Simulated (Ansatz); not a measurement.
One change: `NB(N)S` becomes `NB(S)Cl`.

Ansatz, PBE0-D4/def2-TZVP geometries, multiplicity 1. Each molecule was computed in one conformer, which needn't be the lowest.

```json
{"property": "HOMO energy (PBE/def2-TZVPP) / eV", "`NB(N)S`": "-5.57"}
{"property": "HOMO–LUMO gap (ωB97M-V/def2-TZVPP) / eV", "`NB(N)S`": "11.00"}
{"property": "HOMO–LUMO gap (B3LYP/def2-TZVPP) / eV", "`NB(N)S`": "6.74"}
{"property": "size of the dipole moment (PBE/def2-TZVPP) / D", "`NB(N)S`": "2.43"}
{"property": "LUMO energy (B3LYP/def2-TZVPP) / eV", "`NB(N)S`": "0.16"}
{"property": "HOMO energy (ωB97M-V/def2-TZVPP) / eV", "`NB(N)S`": "-9.05"}
```

(1) Give the same properties after the change, and the shifts. (Estimate.)

Results:

(1) Ansatz gave: 
```
                                      property  `NB(S)Cl`  shift
             HOMO energy (PBE/def2-TZVPP) / eV      -6.27  -0.70
       HOMO–LUMO gap (ωB97M-V/def2-TZVPP) / eV      11.55   0.55
         HOMO–LUMO gap (B3LYP/def2-TZVPP) / eV       7.23   0.49
size of the dipole moment (PBE/def2-TZVPP) / D       3.24   0.81
           LUMO energy (B3LYP/def2-TZVPP) / eV      -0.03  -0.19
         HOMO energy (ωB97M-V/def2-TZVPP) / eV      -9.71  -0.66
```

With PBE0 the HOMO falls by 0.68 eV and the LUMO falls by 0.21 eV, so the gap widens by about 0.47 eV. PBE moves the HOMO by -0.70 eV and ωB97M-V by -0.66 eV. The zero-point energy changes by -65.1 kJ/mol with -6 modes. Dipoles are sizes alone; their direction can turn.

B3LYP here is the variant with VWN-RPA as its local correlation; programs differ in this.
